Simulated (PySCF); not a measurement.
C3H12OSi3.
Z-matrix (Å and degrees, PBE0-D3(BJ)/def2-SVP geometry), rows numbered from 1:
```
C 
C   1  1.3367
C   2  1.4918  1  125.38
Si  3  1.8921  2  110.24  1    97.02
Si  4  2.3522  3  110.82  2    59.59
O   4  1.6631  3  108.75  2   -61.11
Si  6  1.6591  4  143.28  3    75.42
H   1  1.0926  2  121.32  3  -177.12
H   1  1.0949  2  121.51  3     3.49
H   2  1.0978  1  118.32  3   176.45
H   3  1.1036  2  111.90  1  -142.30
H   3  1.1031  2  111.39  1   -21.74
H   4  1.4946  3  109.62  2  -178.66
H   5  1.4981  4  109.86  3    63.51
H   5  1.4965  4  111.18  3   -56.24
H   5  1.4961  4  110.68  3  -176.62
H   7  1.4923  6  108.38  4   134.56
H   7  1.4949  6  110.58  4    15.09
H   7  1.4914  6  110.33  4  -106.25
```

Computed with PySCF at CAM-B3LYP/def2-SVPD, non-relativistic, on one gas-phase PBE0-D3(BJ)/def2-SVP geometry that isn't relaxed in the solvent. The solvent is an IEF-PCM continuum (cavity from Bondi-type radii × 1.2), and excitations are vertical TDDFT with non-equilibrium linear response and a frozen core. Only the electrostatic response of the medium enters.

Gas-phase singlets (H = HOMO, L = LUMO):

```tsv
state	E (eV)	λ (nm)	f	leading configurations
S1	6.318	196	0.029	H→L 74%, H-1→L 14%
S2	6.581	188	0.179	H→L+1 89%
S3	6.798	182	0.004	H-1→L 54%, H→L 15%
S4	6.873	180	0.081	H→L+3 43%, H→L+2 30%, H-1→L 11%
S5	7.095	175	0.062	H→L+2 29%, H-1→L+3 26%, H→L+3 16%
```

Task: How does the list change in tetrahydrofuran (ε = 7.426)?

Result: 
```csv
state,E (eV),λ (nm),f,leading configurations,change by rank (eV)
S1,6.270,198,0.059,"H→L 76%, H-1→L 12%",-0.048
S2,6.509,190,0.280,H→L+1 87%,-0.072
S3,6.778,183,0.009,"H-1→L 60%, H→L 14%",-0.020
S4,6.887,180,0.078,"H→L+3 41%, H→L+4 19%, H→L+2 15%",+0.014
S5,7.083,175,0.078,"H→L+2 40%, H-1→L+3 18%, H→L+3 9%",-0.012
```

Task: How does the list change in dichloromethane (ε = 8.93)?

Result: 
```csv
state,E (eV),λ (nm),f,leading configurations,change by rank (eV)
S1,6.268,198,0.061,"H→L 76%, H-1→L 11%",-0.050
S2,6.506,191,0.284,H→L+1 87%,-0.075
S3,6.777,183,0.009,"H-1→L 60%, H→L 14%",-0.021
S4,6.889,180,0.078,"H→L+3 40%, H→L+4 20%, H→L+2 14%",+0.016
S5,7.083,175,0.079,"H→L+2 41%, H-1→L+3 17%, H→L+3 9%",-0.012
```

Task: The ground-state energy changes by -0.076 eV from gas to dichloromethane. By how much does the total energy of gas-phase S1 change?

Result: E(S1) = E(S0) + excitation energy, so it changes by -0.076 − 0.050 = -0.126 eV: it is lowered more than the ground state, which is what a red shift means. This is the vertical state, with the slow part of the continuum still set for S0.

Task: How do the frontier levels move from gas to dichloromethane?

Result: 
| orbital | gas (eV) | solvent (eV) | change (eV) | Löwdin shares, gas | Löwdin shares, solvent |
| --- | --- | --- | --- | --- | --- |
| LUMO+2 | 1.16 | 1.27 | +0.11 | Si5 28 %, Si7 13 %, H15 8 %, C2 7 % | Si5 30 %, Si7 15 %, H15 10 %, H16 6 % |
| LUMO+1 | 0.91 | 1.07 | +0.16 | C2 18 %, C1 16 %, Si5 9 %, Si4 8 % | C2 21 %, C1 19 %, Si4 8 %, Si5 7 % |
| LUMO | 0.69 | 0.78 | +0.09 | Si4 18 %, Si5 14 %, Si7 13 %, O6 10 % | Si4 18 %, Si7 15 %, Si5 13 %, O6 12 % |
| HOMO | -8.47 | -8.33 | +0.14 | C1 28 %, C2 22 %, C3 16 %, Si4 10 % | C1 28 %, C2 22 %, C3 16 %, Si4 10 % |
| HOMO-1 | -9.20 | -9.10 | +0.10 | Si5 24 %, Si4 22 %, O6 15 %, H13 8 % | Si5 25 %, Si4 22 %, O6 15 %, H13 8 % |
| HOMO-2 | -10.20 | -10.14 | +0.06 | O6 33 %, Si7 16 %, H17 12 %, C2 7 % | O6 32 %, Si7 14 %, H17 11 %, C2 8 % |
| HOMO-3 | -10.67 | -10.61 | +0.06 | Si7 27 %, H18 20 %, O6 15 %, H19 15 % | Si7 26 %, H18 18 %, H19 16 %, O6 15 % |

The HOMO–LUMO gap goes from 9.17 to 9.11 eV.

Rough CPU time on one thread of a shared machine: about 80 s. This is the whole response run at CAM-B3LYP/def2-SVPD in dichloromethane, SCF included.
